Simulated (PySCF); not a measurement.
# Electric field gradients and quadrupole coupling constants

CH₁₃NO₃Si₄.
Atom-mapped SMILES: `[CH3:1][NH:2][Si@@H:3]([O:4][SiH3:5])[Si:6]([OH:7])([OH:8])[SiH3:9]` (hydrogens: H10, H11, H12 on C1; H13 on N2; H14 on Si3; H15, H16, H17 on Si5; H18 on O7; H19 on O8; H20, H21, H22 on Si9)

Geometry (GFN2-xTB, Å), atoms numbered from 1 in this order:
```
atom  x, y, z in Å
C1    -1.935   -2.159    0.711
N2    -0.649   -1.744    0.201
Si3   -0.543   -0.450   -0.941
O4    -1.473    0.825   -0.505
Si5   -2.187    1.837    0.525
Si6    1.631    0.264   -0.994
O7     2.549   -0.903   -1.720
O8     1.786    1.504   -2.045
Si9    2.656    1.013    0.955
H10   -1.856   -3.125    1.210
H11   -2.357   -1.429    1.412
H12   -2.623   -2.252   -0.126
H13    0.059   -1.817    0.917
H14   -1.295   -0.945   -2.108
H15   -2.232    3.123   -0.163
H16   -1.400    1.898    1.761
H17   -3.523    1.302    0.803
H18    2.610   -1.781   -1.360
H19    2.073    1.337   -2.939
H20    3.072   -0.107    1.825
H21    1.747    1.818    1.781
H22    3.878    1.814    0.799
```

Field gradients from the PBE0/pcSseg-1 density (PySCF, non-relativistic), principal values in atomic units, ordered |Vxx| ≤ |Vyy| ≤ |Vzz|:

```json
{"atom": "N2", "Vxx": "0.2800", "Vyy": "0.7144", "Vzz": "-0.9943"}
{"atom": "O4", "Vxx": "-0.4692", "Vyy": "-0.5941", "Vzz": "1.0633"}
{"atom": "O7", "Vxx": "-0.2910", "Vyy": "-1.2032", "Vzz": "1.4942"}
{"atom": "O8", "Vxx": "-0.4498", "Vyy": "-1.1296", "Vzz": "1.5794"}
```

Problem. Find the asymmetry η = (Vxx − Vyy)/Vzz and the couplings χ = eQV/h (234.96 MHz × Q in barn × V in au), with Q(14N) = 0.02044 b, Q(17O) = −0.0256 b.

Solution. 
| atom | environment | nucleus | η | χzz (MHz) | χxx (MHz) | χyy (MHz) |
| --- | --- | --- | --- | --- | --- | --- |
| N2 | silicon-bound nitrogen | 14N | 0.44 | -4.776 | 1.345 | 3.431 |
| O4 | siloxane oxygen | 17O | 0.12 | -6.40 | 2.82 | 3.57 |
| O7 | silanol oxygen | 17O | 0.61 | -8.99 | 1.75 | 7.24 |
| O8 | silanol oxygen | 17O | 0.43 | -9.50 | 2.71 | 6.79 |

Problem. What is Vzz at O4 in SI units (1 au = 9.71736 × 10²¹ V/m²)?

Solution. 1.0633 au = 10.332 × 10²¹ V/m².

Problem. What couplings would deuterons (Q(2H) = 0.00286 b) have in place of the hydrogens, at this geometry?

Solution. 
| atom | bonded to | bond length (Å) | Vzz (au) | η | χzz (kHz) |
| --- | --- | --- | --- | --- | --- |
| H10 | C1 | 1.091 | 0.3053 | 0.05 | 205 |
| H11 | C1 | 1.097 | 0.2931 | 0.05 | 197 |
| H12 | C1 | 1.087 | 0.3095 | 0.07 | 208 |
| H13 | N2 | 1.009 | 0.4197 | 0.18 | 282 |
| H14 | Si3 | 1.474 | 0.1540 | 0.03 | 103 |
| H15 | Si5 | 1.460 | 0.1623 | 0.02 | 109 |
| H16 | Si5 | 1.466 | 0.1574 | 0.04 | 106 |
| H17 | Si5 | 1.465 | 0.1590 | 0.02 | 107 |
| H18 | O7 | 0.951 | 0.5224 | 0.06 | 351 |
| H19 | O8 | 0.953 | 0.5140 | 0.05 | 345 |
| H20 | Si9 | 1.478 | 0.1556 | 0.01 | 105 |
| H21 | Si9 | 1.469 | 0.1612 | 0.01 | 108 |
| H22 | Si9 | 1.470 | 0.1616 | 0.01 | 109 |

The structure is a single GFN2-xTB conformer in the gas phase; no vibrational or solvent corrections. GFN2-xTB bond lengths can be off by several hundredths of an ångström, more for odd bonds, and the gradients follow them. With a basis this small, the couplings can be 20 % off.
